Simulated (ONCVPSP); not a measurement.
oxygen, ONCV: configuration errors across variants

ONCVPSP 4.0.1 input, shortened (lines: element, Z, core and valence counts, functional; n l f; lmax; l rc ep ncon nbas qcut; lloc lpopt rc5 dvloc0; l nproj debl; icmod fcfact rcfact), PBE, scalar-relativistic:

```
  O 8.00    1    2        4      upf
    1    0    2.00
    2    0    1.00
    2    1    5.00
    1
    0    0.85    0.00    4    7    8.80
    1    1.90    0.00    4    8    5.70
    0    5    0.85    0.00
    0    0    2.90
    1    2    2.90
    1    0.70    0.00
```

All-electron excitation energies from the reference (eV): (1) 2s2 2p4 -14.950; (2) 2s2 2p3 1.481; (3) 2s2 2p2 35.067; (4) 2s0 2p6 14.986.

Errors AE − PS in meV (a dash: test not solved or not reliable):

```csv
change,(1),(2),(3),(4),bound ghosts,GHOST(+) flags above zero
base,-29,+321,+1508,-29,none,none
p: debl 1.8,-29,+324,+1510,-29,none,none
"core correction Teter function, fcfact 4.5, rcfact 1.75",-30,+327,+1529,-29,none,none
s: qcut 9.7; p: qcut 6.3,-19,+283,+1301,-18,none,none
"all radii but the core radius scaled by about 1.19 (s 1.02, p 2.26 bohr)",-70,+460,+2218,-69,none,none
"s: nproj 1; local potential polynomial inside 0.70 bohr (lpopt 4, dvloc0 0 Ha)",-29,+324,+1510,-29,none,none
```

Task: Give the same row for: p: ncon 5, nbas 9.

Result: -18, +268, +1244, -17; bound ghosts: none; GHOST(+) flags above zero: none.
